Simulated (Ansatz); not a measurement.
Cost and result for the atomization energy of CH$_{6}$GaSi (`[CH3][Ga][SiH3]`) radical (9 atoms, 8 bonds).

```xyz
9

C    -1.311    0.323   -1.468
Ga   -0.757    0.699    0.407
Si    1.242   -0.288    1.432
H    -0.500    0.616   -2.142
H    -2.221    0.849   -1.755
H    -1.467   -0.754   -1.582
H     2.129    0.814    1.902
H     2.062   -1.193    0.571
H     0.823   -1.065    2.634
```

The species carries charge 0 and has multiplicity 2. Correlated methods include outer-core shells of Ga, which these sets cover unevenly. Scalar relativity is left out up to krypton. Geometry: relaxed with PBE0-D4/def2-TZVP. Program: Ansatz. All runs use 4 threads of a server CPU on a shared host. Times are those of one run each, without the atoms' runs, and a repeat can differ threefold. Electronic energies, without spin–orbit coupling; frozen cores. CCSD(T)/CBS adds CCSD(T) − MP2 in def2-TZVPP to the MP2 limit, and its time is that of the two runs behind it. T1 = 0.014; ⟨S²⟩ of the reference is 0.76. With those shells the extrapolation isn't a true limit. B3LYP takes the VWN-RPA correlation (the form of Gaussian; ORCA's B3LYP/G).

CCSD(T)/CBS is a level of theory with its own doubt, some kJ/mol a heavy atom from the limit and from the frozen cores, so smaller differences don't rank the functionals.

```
                             level  functions  wall time
                BLYP-D4/def2-TZVPP        205      2.7 s
   PBE-D4/def2-TZVPP (with forces)        205        3 s
 B3LYP-D4/def2-TZVPP (with forces)        205      4.3 s
                PBE0-D4/def2-TZVPP        205      4.4 s
           CAM-B3LYP-D4/def2-TZVPP        205      5.5 s
r2SCAN-D4/def2-TZVPP (with forces)        205        7 s
                 B2PLYP/def2-TZVPP        205        7 s
                  CCSD(T)/def2-SVP         94      8.5 s
                 B97M-V/def2-TZVPP        205       11 s
                ωB97X-V/def2-TZVPP        205       13 s
                    MP2/def2-QZVPP        396       28 s
                CCSD(T)/def2-TZVPP        205    3.5 min
                 CCSD(T)/CBS(def2)          –      4 min
```

What atomization energy does each give, and how far from CCSD(T)/CBS? (Best estimate.)

Computed: 
```tsv
level	atomization (kcal/mol)	difference from CCSD(T)/CBS	per bond
BLYP-D4/def2-TZVPP	626.0	-8.1	-1.0
PBE-D4/def2-TZVPP (with forces)	634.3	0.2	0.0
B3LYP-D4/def2-TZVPP (with forces)	633.1	-1.0	-0.1
PBE0-D4/def2-TZVPP	632.0	-2.1	-0.3
CAM-B3LYP-D4/def2-TZVPP	635.2	1.1	0.1
r2SCAN-D4/def2-TZVPP (with forces)	638.1	4.0	0.5
B2PLYP/def2-TZVPP	625.9	-8.2	-1.0
CCSD(T)/def2-SVP	600.2	-33.9	-4.2
B97M-V/def2-TZVPP	637.1	3.0	0.4
ωB97X-V/def2-TZVPP	637.1	3.0	0.4
MP2/def2-QZVPP	626.4	-7.7	-1.0
CCSD(T)/def2-TZVPP	622.8	-11.3	-1.4
CCSD(T)/CBS(def2)	634.1	0.0	0.0
```

From r2SCAN to r2SCAN0 (25 % exact exchange), in def2-TZVPP and without D4, the atomization energy moves by −4.4 kcal/mol: exact exchange takes away binding that semilocal exchange gives to molecules. At CCSD(T), def2-SVP lies −33.9 kcal/mol from the extrapolated value and def2-TZVPP −11.3 kcal/mol: correlation converges slowly with the basis, and small sets miss more of it in the bonded molecule than in its fragments. Leaving LDA and LC-ωPBE aside and taking each functional with its dispersion term where it has one, the values, not all of them listed here, spread over 14.3 kcal/mol, from revPBE-D4 to r2SCAN-D4. LDA lies +75.9 kcal/mol from PBE without D4, its usual overbinding.
